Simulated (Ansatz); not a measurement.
Molecular dynamics of AlClH3NO

The input (input.yaml):

```yaml
crystal:
  periodic: [false, false, false]
  atoms:
    - { symbol: Al, position_ang: [-0.06833, -0.028763, -0.063979] }
    - { symbol: O, position_ang: [0.057783, -0.225397, 1.678608] }
    - { symbol: H, position_ang: [-0.935453, -0.227836, 1.909178] }
    - { symbol: Cl, position_ang: [1.745256, 0.378263, -1.005282] }
    - { symbol: "N", position_ang: [-1.624448, 0.021443, -0.794063] }
    - { symbol: H, position_ang: [-2.494223, -0.37227, -0.384222] }
    - { symbol: H, position_ang: [-1.778353, 0.129401, -1.833709] }
basis:
  gaussian: { orbitals: STO-3G }
hamiltonian:
  xc: pbe
  dispersion: d4
md:
  timestep: 1.0
  n_steps: 250
  ensemble: nvt_langevin
  temperature: 700.0
  initial_velocities: maxwell_boltzmann
  seed: 624274
  friction: 0.01
  temperature_schedule:
    - { n_steps: 62, end_temperature: 700.0 }
    - { n_steps: 188, end_temperature: 10.0 }
```

Command:

```bash
$ ansatz run input.yaml --threads 1 --pin off --max-ram 2048MiB --backend cpu --events-out ev --progress --plain --runs-dir out
```

It goes on from the last frame of an earlier run, with new velocities.

Output, in part (step lines, the closing report, with atoms numbered from 0):

```
md step     0: t =     0.00 fs  T =   600.0 K (target 700.0 K)  F+E_penalty+E_count = -22431.33707864 eV  E_kin = 0.542892 eV  (21 SCF iters)
[... lines left out ...]
Total energy: -22431.26234013 eV, -824.3336865440 hartree
Atom 0 at    -0.347173     0.363111    -0.053635 Å, force     0.083435    -0.241716     0.763762 eV/Å
Atom 1 at     0.316484     0.012723     1.471374 Å, force     1.270510     0.034304    -0.382230 eV/Å
Atom 2 at    -0.441964     0.158326     2.116095 Å, force    -1.002891    -0.032262     0.835041 eV/Å
Atom 3 at     0.926659     1.017040    -1.515631 Å, force     0.552738     0.269433    -0.735057 eV/Å
Atom 4 at    -1.929568    -0.188547    -0.488672 Å, force    -0.519099     0.295031    -0.834678 eV/Å
Atom 5 at    -2.693267    -0.222141     0.214634 Å, force    -0.318837    -0.133539     0.488841 eV/Å
Atom 6 at    -2.357074     0.283448    -1.325193 Å, force    -0.065855    -0.191251    -0.135680 eV/Å
Dipole moment:    -0.768903     0.098561     0.473163 e Å
```

The steps, from the saved trajectory:

| time (fs) | T (K) | potential energy less start (eV) |
| --- | --- | --- |
| 0 | 600 | 0.000 |
| 8 | 396 | 0.122 |
| 16 | 361 | 0.228 |
| 24 | 342 | 0.306 |
| 32 | 666 | 0.116 |
| 40 | 510 | 0.384 |
| 48 | 503 | 0.392 |
| 56 | 647 | 0.304 |
| 64 | 479 | 0.501 |
| 72 | 502 | 0.338 |
| 80 | 721 | 0.270 |
| 88 | 457 | 0.513 |
| 96 | 663 | 0.302 |
| 104 | 668 | 0.216 |
| 112 | 553 | 0.303 |
| 120 | 588 | 0.360 |
| 128 | 439 | 0.401 |
| 136 | 671 | 0.251 |
| 144 | 412 | 0.459 |
| 152 | 320 | 0.424 |
| 160 | 506 | 0.264 |
| 168 | 346 | 0.320 |
| 176 | 483 | 0.184 |
| 184 | 458 | 0.154 |
| 192 | 340 | 0.144 |
| 200 | 387 | 0.120 |
| 208 | 374 | 0.090 |
| 216 | 288 | 0.142 |
| 224 | 253 | 0.179 |
| 232 | 311 | 0.095 |
| 240 | 282 | 0.086 |
| 248 | 190 | 0.145 |

All steps were run. The schedule's set-point averaged 239 K over the second half and the system 386 K, so it lags behind the ramp. A run of 0.25 ps of so small a system gives no equilibrium averages. Limits of this set-up: minimal basis.

The same pairs are bonded in the first frame and the last. Pairs count as bonded within 1.25 times the sum of covalent radii (0.12 Å more for H–H).

Last frame:

```xyz
7
Properties=species:S:1:pos:R:3
Al -0.347 0.363 -0.054
O 0.317 0.013 1.471
H -0.442 0.158 2.116
Cl 0.927 1.017 -1.516
N -1.930 -0.189 -0.489
H -2.693 -0.222 0.215
H -2.357 0.283 -1.325
```

Run time: 5.1 min on 1 thread of Arm Neoverse V1, with other jobs on the host, peak memory 0.084 GiB.
